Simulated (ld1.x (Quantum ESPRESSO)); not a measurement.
# Pseudopotential generation for lithium: TM, LDA (PZ), scalar-relativistic.

lithium, norm-conserving Troullier–Martins (Kleinman–Bylander form), made with ld1.x (Quantum ESPRESSO) 7.5 (LDA (PZ), scalar-relativistic). Core none, reference 1s2 2s0 2p0 (charge +1). Waves: 1s (bound): rc 0.45 bohr; 2p (bound, empty): rc 4.20 bohr; 3d channel at 0.15 Ry: rc 3.20 bohr. Local part: all-electron potential smoothed inside 3.25 bohr (lloc = -2). Core correction: none.

* Cutoffs needed: 300 Ry and over 300 Ry (the cutoffs (Ry, on a coarse ladder) from which the occupation-weighted sum of valence levels, in a spherical-Bessel basis at the reference potential, stays within 10 and 1 mRy of its value at 400 Ry)
* Ghost test: no extra level below or beside the all-electron valence levels (s, p, d, f tested) (spherical-Bessel basis up to 400 Ry, 20 bohr box)
* Largest excitation error: -3091 meV (all-electron minus pseudo) for 1s1 2s1 2p0, out of 4 test configurations
